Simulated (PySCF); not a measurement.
Bonds: N1-C2 1.148 Å, C2-C3 1.395 Å, C3-S4 1.732 Å, S4-N5 1.620 Å, N5-C6 1.305 Å, C6-C7 1.415 Å, C7-C8 1.460 Å, C8-N9 1.256 Å, C7-C3 1.391 Å. C6 carries H10; C8 carries H11; N9 carries H12.

PySCF 2.14 calculation with GFN2-xTB geometry and shielding tensors at PBE0/pcSseg-1 (GIAO); no relativistic terms, in vacuum, single conformer.

Referencing at the same level of theory: 13C against TMS.

Do the 13C shifts follow the atomic charges (in e)? Tabulate both.

Answers


```
atoms  hybridisation  δ (ppm)  σ para (ppm)  Hirshfeld    IAO  Mulliken  ESP-fitted
   C6              –    161.1          -224      +0.02  -0.03     +0.23       +0.12
   C8              –    159.7          -218      +0.04  +0.03     +0.16       +0.38
   C3              –    143.4          -218      -0.02  -0.20     -0.35       -0.17
   C7              –    142.9          -215      -0.01  -0.07     -0.16       -0.12
   C2              –    117.2          -190      +0.07  +0.13     +0.12       +0.44
```

Correlation coefficients of δ with charge over these carbons: Hirshfeld -0.38, IAO -0.36, Mulliken +0.20, ESP-fitted -0.20; with the paramagnetic shielding -0.94. With so few points these coefficients are fragile. Charge is one influence among several: hybridisation and low-lying excitations act through the paramagnetic term.

Shifts are as computed. Against solution values, carbons near 30 ppm lie about +3 ppm off and those near 130 ppm about +5 ppm (rms about the fit 2.1 ppm; single classes can miss by 10 ppm). Of 1328 compounds with measured shifts, 309 miss one by over three times the rms of a fit or turn the order of signals round; such compounds aren't used in these exercises. Signals without a measured value on file couldn't be tested in this way; 1H shifts scatter by 0.2 ppm about their fit, and single ones miss by 0.5 ppm.
